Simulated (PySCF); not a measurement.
## Carbon: a sound run and one with changed settings

Sound run: C⁺ [He] 2s2 2p1, C²⁺ [He] 2s2. All numbers are calculated (PySCF 2.14, no relativity, point nucleus, in 6-31G*). The sound run starts from symmetry-adapted Hartree-Fock orbitals and uses a fine grid where one is needed.

A second run was set up differently.

```csv
species,method,sound run (hartree),changed run (hartree),converged
C⁺,UHF,-37.28672,-37.28672,yes
C⁺,PBE,-37.36290,-37.36409,yes
C⁺,LDA,-37.02709,-37.02991,yes
C²⁺,UHF,-36.39726,-36.39726,yes
C²⁺,PBE,-36.44740,-36.44640,yes
C²⁺,LDA,-36.11565,-36.11656,yes
```

Ionisation energy of C⁺:

| method | sound run (eV) | changed run (eV) |
| --- | --- | --- |
| UHF | 24.203 | 24.203 |
| PBE | 24.912 | 24.972 |
| LDA | 24.802 | 24.853 |

Q: What was changed?
A. too few SCF iterations
B. basis contracted for another Hamiltonian
C. all electrons correlated in a valence basis
D. radial grid too coarse

A: D. It used radial step 0.5 in ln r (0.13 in the sound run). A coarse radial grid mis-integrates the density and the exchange-correlation energy, with errors of either sign; Hartree-Fock needs no grid.
